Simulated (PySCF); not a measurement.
**Charge on either side of a bond**

C7H7N.
Atom-mapped SMILES: `[H]/[N:8]=[CH:7]\[C@H:3]([C:2]#[CH:1])[C:4]#[C:5][CH3:6]` (hydrogens: H9 on C1; H10 on C3; H11, H12, H13 on C6; H14 on C7; H15 on N8)

Cartesian coordinates in Å at the GFN2-xTB level; atoms count from 1:
```xyz
15
C7H7N angstrom
C     -2.2116   -0.5397    2.1558
C     -1.7356   -0.5202    1.0584
C     -1.1372   -0.4487   -0.2665
C      0.3142   -0.4095   -0.1654
C      1.5061   -0.2989   -0.1001
C      2.9469   -0.2146   -0.0138
C     -1.6902    0.7723   -0.9918
N     -1.0575    1.7103   -1.5187
H     -2.6348   -0.5764    3.1148
H     -1.4421   -1.3380   -0.8386
H      3.3197    0.5236   -0.7238
H      3.2419    0.0825    0.9924
H      3.3924   -1.1824   -0.2433
H     -2.7750    0.8081   -1.0416
H     -0.0417    1.6395   -1.4399
```

Atomic charges (e) from the PBE0/pcSseg-1 density (PySCF):

```json
{"atom": "C1", "Mulliken": "-0.3639", "IAO": "-0.2300", "Hirshfeld": "-0.1086", "ESP-fitted": "-0.5152"}
{"atom": "C2", "Mulliken": "+0.2999", "IAO": "-0.0212", "Hirshfeld": "-0.0383", "ESP-fitted": "+0.1468"}
{"atom": "C3", "Mulliken": "-0.3043", "IAO": "-0.1725", "Hirshfeld": "-0.0022", "ESP-fitted": "-0.2225"}
{"atom": "C4", "Mulliken": "+0.0677", "IAO": "-0.0784", "Hirshfeld": "-0.0611", "ESP-fitted": "-0.1200"}
{"atom": "C5", "Mulliken": "-0.2911", "IAO": "-0.0301", "Hirshfeld": "-0.0361", "ESP-fitted": "+0.0411"}
{"atom": "C6", "Mulliken": "-0.1841", "IAO": "-0.4372", "Hirshfeld": "-0.0934", "ESP-fitted": "-0.5173"}
{"atom": "C7", "Mulliken": "+0.1061", "IAO": "+0.0551", "Hirshfeld": "+0.0587", "ESP-fitted": "+0.4784"}
{"atom": "N8", "Mulliken": "-0.3210", "IAO": "-0.4104", "Hirshfeld": "-0.2246", "ESP-fitted": "-0.7625"}
{"atom": "H9", "Mulliken": "+0.0450", "IAO": "+0.2044", "Hirshfeld": "+0.0951", "ESP-fitted": "+0.3361"}
{"atom": "H10", "Mulliken": "+0.1920", "IAO": "+0.1954", "Hirshfeld": "+0.0716", "ESP-fitted": "+0.1598"}
{"atom": "H11", "Mulliken": "+0.1493", "IAO": "+0.1735", "Hirshfeld": "+0.0627", "ESP-fitted": "+0.1780"}
{"atom": "H12", "Mulliken": "+0.1534", "IAO": "+0.1758", "Hirshfeld": "+0.0638", "ESP-fitted": "+0.1983"}
{"atom": "H13", "Mulliken": "+0.1519", "IAO": "+0.1752", "Hirshfeld": "+0.0633", "ESP-fitted": "+0.1873"}
{"atom": "H14", "Mulliken": "+0.1223", "IAO": "+0.1500", "Hirshfeld": "+0.0516", "ESP-fitted": "+0.0169"}
{"atom": "H15", "Mulliken": "+0.1769", "IAO": "+0.2503", "Hirshfeld": "+0.0976", "ESP-fitted": "+0.3948"}
```

Q: Cut each of the bonds C1–C2, C2–C3, C4–C3, C5–C4, C6–C5, C7–C3 and N8–C7 in turn and sum the charges on the side of the atom named first.

A: In e; the other side holds the opposite charge:

```
bond cut  piece  atoms  Mulliken     IAO  Hirshfeld  ESP-fitted
   C1–C2     CH      2    -0.319  -0.026     -0.013      -0.179
   C2–C3    C2H      3    -0.019  -0.047     -0.052      -0.032
   C4–C3   C3H3      6    +0.047  -0.021     -0.001      -0.033
   C5–C4   C2H3      5    -0.021  +0.057     +0.060      +0.087
   C6–C5    CH3      4    +0.270  +0.087     +0.096      +0.046
   C7–C3   CH2N      4    +0.084  +0.045     -0.017      +0.128
   N8–C7     NH      2    -0.144  -0.160     -0.127      -0.368
```

Extremes among these pieces. Mulliken: lowest CH at C1, highest CH3 at C6; IAO: lowest NH at N8, highest CH3 at C6; Hirshfeld: lowest NH at N8, highest CH3 at C6; ESP-fitted: lowest NH at N8, highest CH2N at C7.

Q: Do the schemes agree better on the pieces than on the single atoms at the cuts?

A: The spread between schemes averages 0.162 e for the pieces and 0.379 e for the atoms named first; it is smaller for the piece at 7 of the 7 cuts. On average they agree better on the pieces. The sign differs between schemes (beyond ±0.03 e) for C3H3 at C4.

Isolated species at its GFN2-xTB geometry (one conformer only).
